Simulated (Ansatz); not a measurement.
Gas-phase electronic energies from Ansatz, PBE0-D4/def2-TZVP geometries. CBS: MP2 limit from def2 TZ/QZ plus the TZ coupled-cluster correction, frozen cores. DFT in def2-TZVPP. B3LYP here is the variant with VWN-RPA as its local correlation; programs differ in this. HSE06 is defined as in plane-wave codes. For Ga outer-core shells are correlated without core-valence functions, which leaves a few kJ/mol of doubt a bond. Scalar relativity is left out up to krypton. Each species was taken in one conformer, which may not be the lowest.

Reaction (redistribution): `[OH][AlH][SH]` + `[F][Ga]([F])[SH]` → `[OH][Al]([SH])[SH]` + `[F][GaH][F]`

```tsv
level	ΔE (kJ/mol)	difference from CCSD(T)/CBS
LDA (SPW92)	-31.9	-0.4
revPBE-D4	-31.3	0.2
r2SCAN-D4	-32.5	-1.0
r2SCANh-D4	-32.6	-1.1
HSE06-D4	-31.3	0.2
ωB97M-V	-32.1	-0.6
BLYP	-26.6	4.9
B3LYP	-28.2	3.3
r2SCANh	-32.0	-0.5
HF/def2-SVP	-23.4	8.1
CCSD(T)/def2-SVP	-19.0	12.5
SCS-MP2/def2-TZVPP	-29.5	2.0
CCSD/def2-TZVPP	-29.3	2.2
CCSD(T)/def2-TZVPP	-29.4	2.1
HF/def2-QZVPP	-27.6	3.9
CCSD/CBS(def2)	-31.5	0.0
CCSD(T)/CBS	-31.5	0
```

Largest T1 diagnostic among the species: 0.015.

At CCSD(T), def2-SVP lies +12.5 kJ/mol from the extrapolated value and def2-TZVPP +2.1 kJ/mol. Leaving LDA and LC-ωPBE aside and taking each functional with its dispersion term where it has one, the values, not all of them listed here, spread over 4.7 kJ/mol, from r2SCANh-D4 to B97M-V.
